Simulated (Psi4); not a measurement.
Cl, charge -1, singlet (a gas-phase anion, which may not be bound at this level); TPSS/6-31G** (Psi4).

Here is a job for Psi4.
```
memory 2 GB

molecule mol {
-1 1
Cl    0.000000    0.000000    0.000000
}

set {
  basis 6-31g**
  reference rks
  level_shift 1.0
}

energy('tpss')
print_variables()
```

What the program printed (banner, timings and long lists left out):

```
   => Loading Basis Set <=

    Name: 6-31G**
    Role: ORBITAL
    Keyword: BASIS

         ---------------------------------------------------------
                                   SCF
               by Justin Turney, Rob Parrish, Andy Simmonett
                          and Daniel G. A. Smith
                              RKS Reference
         ---------------------------------------------------------

  ==> Geometry <==

    Molecular point group: d2h
    Geometry (in Angstrom), charge = -1, multiplicity = 1:

       Center              X                  Y                   Z               Mass
    ------------   -----------------  -----------------  -----------------  -----------------
         CL           0.000000000000     0.000000000000     0.000000000000    34.968852682000

  Running in d2h symmetry.

  Rotational constants: A = ************  B = ************  C = ************ [cm^-1]
  Rotational constants: A = ************  B = ************  C = ************ [MHz]
  Nuclear repulsion =    0.000000000000000

  Charge       = -1
  Multiplicity = 1
  Electrons    = 18
  Nalpha       = 9
  Nbeta        = 9

  ==> Algorithm <==

  SCF Algorithm Type is DF.
  DIIS enabled.
  MOM disabled.
  Fractional occupation disabled.
  Guess Type is CORE.
  Energy threshold   = 1.00e-06
  Density threshold  = 1.00e-06
  Integral threshold = 1.00e-12

  ==> Primary Basis <==

  Basis Set: 6-31G**
    Blend: 6-31G**
    Number of shells: 8
    Number of basis functions: 19
    Number of Cartesian functions: 19
    Spherical Harmonics?: false
    Max angular momentum: 2

  ==> DFT Potential <==

   => LibXC <=

    Version 7.1.2
    S. Lehtola, C. Steigemann, M. J. T. Oliveira, and M. A. L. Marques,  SoftwareX 7, 1–5 (2018) (10.1016/j.softx.2017.11.002)

   => Composite Functional: TPSS <=

    TPSS Meta-GGA XC Functional

    J. Tao, et al., Phys. Rev. Lett., 91, 146401, 2003

    Deriv               =              1
    GGA                 =           TRUE
    Meta                =           TRUE

    Exchange Hybrid     =          FALSE
    MP2 Hybrid          =          FALSE

   => Exchange Functionals <=

    1.0000   XC_MGGA_X_TPSS

   => Correlation Functionals <=

    1.0000   XC_MGGA_C_TPSS

   => LibXC Density Thresholds  <==

    XC_MGGA_C_TPSS:  1.00E-15
    XC_MGGA_X_TPSS:  1.00E-15

   => Molecular Quadrature <=

    Radial Scheme          =       TREUTLER
    Pruning Scheme         =           NONE
    Nuclear Scheme         =       TREUTLER

    Blocking Scheme        =         OCTREE
    BS radius alpha        =              1
    Pruning alpha          =              1
    Radial Points          =             75
    Spherical Points       =            302
    Total Points           =          19932
    Total Blocks           =            207
    Max Points             =            252
    Max Functions          =             19
    Weights Tolerance      =       1.00E-15

   => Loading Basis Set <=

    Name: (6-31G** AUX)
    Role: JKFIT
    Keyword: DF_BASIS_SCF

  ==> Integral Setup <==

  SCF_SUBTYPE=INCORE selected. In-core MEM_DF algorithm will be used.
  Using in-core AOs.

  ==> MemDFJK: Density-Fitted J/K Matrices <==

    J tasked:                   Yes
    K tasked:                    No
    wK tasked:                   No
    Algorithm:                 Core
    Schwarz Cutoff:           1E-12
    Mask sparsity (%):       0.0000
    Fitting Condition:        1E-10

   => Auxiliary Basis Set <=

  Basis Set: (6-31G** AUX)
    Blend: CC-PVDZ-JKFIT
    Number of shells: 36
    Number of basis functions: 130
    Number of Cartesian functions: 130
    Spherical Harmonics?: false
    Max angular momentum: 3

  Minimum eigenvalue in the overlap matrix is 1.9708453843E-02.
  Reciprocal condition number of the overlap matrix is 5.6566040842E-03.
    Using symmetric orthogonalization.

  ==> Pre-Iterations <==

  SCF Guess: Core (One-Electron) Hamiltonian.

   -------------------------------------------------------
    Irrep   Nso     Nmo     Nalpha   Nbeta   Ndocc  Nsocc
   -------------------------------------------------------
     Ag         7       7       3       3       3       0
     B1g        1       1       0       0       0       0
     B2g        1       1       0       0       0       0
     B3g        1       1       0       0       0       0
     Au         0       0       0       0       0       0
     B1u        3       3       2       2       2       0
     B2u        3       3       2       2       2       0
     B3u        3       3       2       2       2       0
   -------------------------------------------------------
    Total      19      19       9       9       9       0
   -------------------------------------------------------

  ==> Iterations <==

                           Total Energy        Delta E     RMS |[F,P]|

   @DF-RKS iter   1:  -453.45568239925183   -4.53456e+02   4.12257e-01 ADIIS/SHIFT
   @DF-RKS iter   2:  -460.13749400872615   -6.68181e+00   7.59816e-02 ADIIS/DIIS/SHIFT
   @DF-RKS iter   3:  -460.24171730284246   -1.04223e-01   1.30299e-02 ADIIS/DIIS/SHIFT
   @DF-RKS iter   4:  -460.25019270659715   -8.47540e-03   5.76328e-03 ADIIS/DIIS
   @DF-RKS iter   5:  -460.25300432379589   -2.81162e-03   6.30341e-04 ADIIS/DIIS
   @DF-RKS iter   6:  -460.25301762791747   -1.33041e-05   2.94825e-04 ADIIS/DIIS
   @DF-RKS iter   7:  -460.25302173039069   -4.10247e-06   3.47909e-06 DIIS
   @DF-RKS iter   8:  -460.25302173090256   -5.11875e-10   4.03704e-08 DIIS
  Energy and wave function converged.

  ==> Post-Iterations <==

   Electrons on quadrature grid:
      Ntotal   =   17.9999999614 ; deviation = -3.864e-08

    Orbital Energies [Eh]
    ---------------------

    Doubly Occupied:

[...]
    Virtual:

[...]
       7Ag     4.541317

    Final Occupation by Irrep:
             Ag   B1g   B2g   B3g    Au   B1u   B2u   B3u
    DOCC [     3,    0,    0,    0,    0,    2,    2,    2 ]
    NA   [     3,    0,    0,    0,    0,    2,    2,    2 ]
    NB   [     3,    0,    0,    0,    0,    2,    2,    2 ]

  @DF-RKS Final Energy:  -460.25302173090256

   => Energetics <=

    Nuclear Repulsion Energy =              0.0000000000000000
    One-Electron Energy =                -641.6617307689400604
    Two-Electron Energy =                 209.9134409555258003
    DFT Exchange-Correlation Energy =     -28.5047319174883143
    Empirical Dispersion Energy =           0.0000000000000000
    VV10 Nonlocal Energy =                  0.0000000000000000
    Total Energy =                       -460.2530217309025602

Computation Completed

Properties will be evaluated at   0.000000,   0.000000,   0.000000 [a0]

Properties computed using the SCF density matrix

 Multipole Moments:

 ------------------------------------------------------------------------------------
     Multipole            Electronic (a.u.)      Nuclear  (a.u.)        Total (a.u.)
 ------------------------------------------------------------------------------------

 L = 1.  Multiply by 2.5417464519 to convert [e a0] to [Debye]
 Dipole X            :          0.0000000            0.0000000            0.0000000
 Dipole Y            :          0.0000000            0.0000000            0.0000000
 Dipole Z            :          0.0000000            0.0000000            0.0000000
 Magnitude           :                                                    0.0000000

 ------------------------------------------------------------------------------------

  Variable Map:
  ----------------------------------------------------------------------------
[...]
  Array Variable Map:
  ----------------------------------------------------------------------------
[...]
[...]
```
